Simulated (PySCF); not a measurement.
# Exercise with solution: oscillator strength and radiative lifetime

In(Cl)(Me)2 (C₂H₆ClIn), SMILES [CH3][In]([CH3])[Cl].

Geometry: B3LYP-D3(BJ)/def2-SVP. The structure was generated by enumeration; whether it is a known compound was not checked. The def2 effective core potentials stand for the cores of In; spin–orbit coupling is left out.

PySCF with TDA-CAM-B3LYP/def2-SVPD puts the first singlet state with f over 0.02 at 6.17 eV (vertical), with the transition dipole (-0.577, 0.937, -0.739) in atomic units.

Task: Find the oscillator strength, the wavelength and the radiative lifetime that this transition would have in vacuum if emission retraced absorption.

Result: 
|μ|² = 1.7570 au, so |μ| = 3.37 D. ΔE = 6.17/27.211 = 0.2267 hartree. f = (2/3) ΔE |μ|² = 0.266 (the program prints 0.266).
λ = 1239.84/6.17 = 201 nm; ν = 49764 cm⁻¹.
Einstein's coefficient A = 0.6670 ν² f s⁻¹ (ν in cm⁻¹) = 4.4e8 s⁻¹, so τ = 1/A = 2.3 ns. This state is S3; the lower singlets have f = 0.000, 0.007. The figure is the radiative limit of this one transition; relaxation, internal conversion, crossing to triplets and a medium change what is measured.
